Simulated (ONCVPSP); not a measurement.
Cd (Z = 48), ONCV: configuration errors across variants

* Element: cadmium (Cd)
* Generator: ONCVPSP 4.0.1
* Type: optimised norm-conserving Vanderbilt (ONCV)
* Functional: LDA (Perdew-Zunger)
* Relativity: scalar-relativistic
* Frozen core: [Ar] 3d10
* Valence charge: 20
* Reference configuration: 4s2 4p6 4d10 5s2
* Partial waves: 4s+5s: rc 1.30 bohr, ncon 4, nbas 9, qcut 9.7 1/bohr, 2 projectors; 4p: rc 1.50 bohr, ncon 4, nbas 7, qcut 9.1 1/bohr, 2 projectors, debl 1.9 Ha; 4d: rc 1.10 bohr, ncon 4, nbas 8, qcut 9.5 1/bohr, 2 projectors, debl 3.9 Ha
* Local potential: polynomial inside 1.00 bohr (lpopt 4, dvloc0 0 Ha)
* Core correction: none

In the p channel the program set the typed energies aside and used -2.462, 0.250 Ha.

All-electron excitation energies from the reference (eV): (1) 4s2 4p6 4d10 5s1 9.628; (2) 4s2 4p6 4d10 5s0 27.148; (3) 4s2 4p6 4d9 5s0 65.404; (4) 4s2 4p6 4d10 5s0 5p2 9.913.

3 further variants failed, have other tests or another functional or relativity, and are left out.

Errors AE − PS in meV (a dash: test not solved or not reliable):

| change | (1) | (2) | (3) | (4) | bound ghosts | GHOST(+) flags above zero |
| --- | --- | --- | --- | --- | --- | --- |
| base | -1.4 | -4.1 | -8.1 | -0.9 | none | s |
| d: debl 1.4 | -1.4 | -4.1 | -8.1 | -0.9 | none | s |
| all radii scaled by about 0.92 (s 1.20, p 1.38, d 1.00 bohr); local potential polynomial inside 0.92 bohr (lpopt 4, dvloc0 0 Ha) | -1.3 | -3.7 | -6.8 | -0.8 | none | s |
| s: qcut 9.6 | -1.4 | -4.1 | -8.1 | -0.9 | none | s |
| p: rc 2.16 | -1.4 | -4.1 | -8.4 | -0.8 | none | s |
| s: rc 1.5 | -1.6 | -5.1 | -9.4 | -1.5 | none | none |
| d: qcut 10.3 | -1.4 | -4.1 | -8.1 | -0.9 | none | s |
| p: nproj 1 | -1.4 | -4.1 | -7.0 | +209 | none | s |

(1) Give the same row for: core correction polynomial model core, fcfact 0.7.

Answers

(1) -1.4, -4.6, -8.3, -1.1; bound ghosts: none; GHOST(+) flags above zero: s.
